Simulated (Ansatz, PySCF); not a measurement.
Gas-phase reaction (SMILES): O[Si](O)(O[SiH3])O[SiH3] + 6 [H][H] (H2) → 4 O (H2O) + 3 [SiH4] (SiH4); energy of full hydrogenation.

Geometries: B3LYP-D3(BJ)/def2-TZVP minima from Ansatz (an electronic-structure program), one conformer each, not searched for the lowest. Cores are frozen in the correlated levels unless marked. Spin-orbit coupling is left out. No relativistic terms. CBS marks a two-point X^-3 extrapolation of the correlation energy; Hartree-Fock from the larger set. Thermal terms are rigid-rotor harmonic-oscillator values from B3LYP-D3(BJ) frequencies (Ansatz or PySCF) at 298.15 K and 1 atm. 1 Eh = 627.5095 kcal/mol.

```csv
species,"E, CCSD(T)/CBS(cc-pV(T+d)Z,cc-pV(Q+d)Z) (Ansatz) (Eh)","E, B3LYP-D3(BJ)/def2-TZVPD (Ansatz + dftd3) (Eh)",H - E (Eh)
O[Si](O)(O[SiH3])O[SiH3],-1173.02954,-1174.74529,0.10288
[H][H] (H2),-1.17450,-1.17983,0.01336
O (H2O),-76.37426,-76.46738,0.02495
[SiH4] (SiH4),-291.45815,-291.91976,0.03520
```

Question: Work out ΔE and ΔH at 298.15 K at the first level, then ΔH at the second.

Answer: 
1. ΔE = [4×(-76.37426) + 3×(-291.45815)] - [(-1173.02954) + 6×(-1.17450)] = 0.20505 Eh = 128.7 kcal/mol at CCSD(T)/CBS(cc-pV(T+d)Z,cc-pV(Q+d)Z).
2. The terms H - E add up to 0.02236 Eh, so ΔH = (0.20505 + (0.02236))×627.5095 = 142.7 kcal/mol.
3. At B3LYP-D3(BJ)/def2-TZVPD the same steps give ΔE = 122.7 and ΔH = 136.7 kcal/mol, a shift of -6.0 from the first level.
4. These values are not checked against measurement here, since the tables used lack a sound gas-phase enthalpy of formation for at least one species.
